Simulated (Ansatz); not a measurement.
Harmonic frequencies (cm⁻¹) at PBE0-D4/def2-TZVP from Ansatz: 18, 41, 48, 50, 59, 65, 92, 125, 129, 178, 200, 247, 376, 513, 592, 635, 908, 916, 1180, 1182, 1230, 1304, 1466, 1471, 1478, 1490, 1491, 3031, 3078, 3107, 3109, 3175, 3182.

Each molecule was computed in one conformer, which needn't be the lowest.

**Question.** Which molecule is it?
A. `C[O][Hf]([SH])([Cl])[Cl]`
B. `[OH][Hf]([SH])([SH])[SH]`
C. `C[O][Hf]([F])([Cl])[Se]C`
D. `CC[N](C)[Hf]([F])([F])[F]`

**Answer.** C.
